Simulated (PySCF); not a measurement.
C2H7As.
Geometry (PBE0-D3(BJ)/def2-SVP, Å), atoms numbered from 1 in this order:
```
atom  x, y, z in Å
C1    -0.9135    0.5773   -0.2154
C2    -0.2040   -0.7517   -0.0347
As3    1.7282   -0.6688    0.3837
H4    -0.8471    1.1949    0.6938
H5    -0.4727    1.1591   -1.0399
H6    -1.9829    0.4332   -0.4432
H7    -0.6589   -1.3393    0.7795
H8    -0.2853   -1.3740   -0.9409
H9     2.0605    0.3698   -0.6866
H10    1.5932    0.4088    1.4586
```

All values: CAM-B3LYP/def2-SVPD (PySCF, non-relativistic), on one gas-phase PBE0-D3(BJ)/def2-SVP geometry that isn't relaxed in the solvent. The solvent is an IEF-PCM continuum (Bondi radii, 1.10 Å for H, scaled by 1.2), and excitations are vertical TDDFT with non-equilibrium linear response and a frozen core. Only the electrostatic response of the medium enters. Spin–orbit coupling is left out although an atom past zinc is present.

Gas-phase singlets (H = HOMO, L = LUMO):

```csv
state,E (eV),λ (nm),f,leading configuration
S1,6.282,197,0.060,H→L 92%
S2,6.903,180,0.068,H→L+2 95%
S3,6.964,178,0.162,H→L+1 92%
S4,7.839,158,0.009,H→L+3 48%
S5,8.271,150,0.104,H-1→L 58%
```

How does the list change in acetone (ε = 20.49)?

```json
{"state": "S1", "E (eV)": "6.349", "λ (nm)": "195", "f": "0.090", "leading configuration": "H→L 92%", "change by rank (eV)": "+0.067"}
{"state": "S2", "E (eV)": "6.875", "λ (nm)": "180", "f": "0.097", "leading configuration": "H→L+2 96%", "change by rank (eV)": "-0.028"}
{"state": "S3", "E (eV)": "6.918", "λ (nm)": "179", "f": "0.246", "leading configuration": "H→L+1 94%", "change by rank (eV)": "-0.046"}
{"state": "S4", "E (eV)": "7.900", "λ (nm)": "157", "f": "0.007", "leading configuration": "H-1→L 53%", "change by rank (eV)": "+0.061"}
{"state": "S5", "E (eV)": "8.296", "λ (nm)": "149", "f": "0.145", "leading configuration": "H→L+3 46%", "change by rank (eV)": "+0.025"}
```

What are the lowest 5 singlets in water (ε = 78.36)?

```tsv
state	E (eV)	λ (nm)	f	leading configuration	change by rank (eV)
S1	6.361	195	0.089	H→L 93%	+0.079
S2	6.884	180	0.095	H→L+2 96%	-0.019
S3	6.924	179	0.245	H→L+1 94%	-0.040
S4	7.906	157	0.007	H-1→L 54%	+0.067
S5	8.303	149	0.141	H→L+3 47%	+0.032
```

The ground-state energy changes by -0.054 eV from gas to water. By how much does the total energy of gas-phase S1 change?

E(S1) = E(S0) + excitation energy, so it changes by -0.054 + 0.079 = +0.025 eV: it isn't lowered at all, while the ground state is. This is the vertical state, with the slow part of the continuum still set for S0.

How do the frontier levels move from gas to water?

| orbital | gas (eV) | solvent (eV) | change (eV) | Löwdin shares, gas | Löwdin shares, solvent |
| --- | --- | --- | --- | --- | --- |
| LUMO+2 | 1.87 | 1.96 | +0.09 | As3 61 %, H10 14 %, H9 14 %, C2 4 % | As3 63 %, H10 14 %, H9 14 % |
| LUMO+1 | 1.79 | 1.84 | +0.05 | As3 48 %, H9 13 %, H10 13 %, C2 11 % | As3 52 %, H9 13 %, H10 13 %, C2 11 % |
| LUMO | 1.03 | 1.22 | +0.19 | As3 35 %, C2 16 %, C1 11 %, H10 8 % | As3 40 %, C2 14 %, C1 10 %, H10 9 % |
| HOMO | -8.43 | -8.39 | +0.04 | As3 64 %, C2 11 %, H9 7 %, H10 7 % | As3 64 %, C2 12 %, C1 7 %, H9 7 % |
| HOMO-1 | -10.30 | -10.11 | +0.19 | C2 30 %, As3 29 %, H10 8 %, H9 8 % | C2 30 %, As3 29 %, H10 8 %, H9 8 % |
| HOMO-2 | -10.90 | -10.70 | +0.20 | As3 27 %, C2 18 %, H9 15 %, H10 15 % | As3 24 %, C2 20 %, H10 13 %, H9 13 % |
| HOMO-3 | -11.62 | -11.41 | +0.21 | C1 26 %, As3 17 %, C2 12 %, H5 10 % | C1 24 %, As3 20 %, C2 11 %, H4 10 % |

The HOMO–LUMO gap goes from 9.46 to 9.61 eV.
